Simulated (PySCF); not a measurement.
Atoms are numbered as in `[CH3:1][CH2:2][O:3][Si:4]([CH3:5])([O:6][CH2:7][CH3:8])[O:9][CH2:10][CH3:11]`. Each H is labelled by its parent atom.

Fast rotation and ring inversion assumed for equivalent nuclei, single conformer, no relativistic terms, no solvent. NMR shieldings at KT3/pcSseg-1/GIAO; geometry: PBE0-D3(BJ)/def2-SVP; PySCF 2.14.

δ = σ(ref) − σ, references computed at the same level: 13C (σref 182.31), 1H (σref 31.32), 29Si (σref 365.51) against TMS; 17O (σref 329.03) vs H2O.

```
             atoms  nucleus  count  δ (ppm)
                C5      13C      1     -7.3
               Si4     29Si      1    -45.1
         C2/C7/C10      13C      3        ?
          O3/O6/O9      17O      3     68.9
             H(C5)       1H      3     0.04
H(C2)/H(C7)/H(C10)       1H      6        ?
         C1/C8/C11      13C      3     20.3
H(C1)/H(C8)/H(C11)       1H      9     1.20
```

Question: Estimate the values marked ?.

Answer: 
- C2/C7/C10: 60.6 ppm, sp3 CH2 bonded to O; deshielded by the electronegative neighbour
- H(C2)/H(C7)/H(C10): 3.86 ppm, hydrogen on an sp3 CH2 bonded to O; its carbon carries O, an electronegative neighbour

Shifts are as computed, not scaled to solution data. Of 1328 compounds with measured shifts, 309 miss one by over three times the rms of a fit or turn the order of signals round; such compounds aren't used in these exercises. Signals without a measured value on file couldn't be tested in this way. Experimental scales use liquid or dissolved standards, which lie at an offset from isolated H2O (liquid H2O: subtract about 36 ppm).
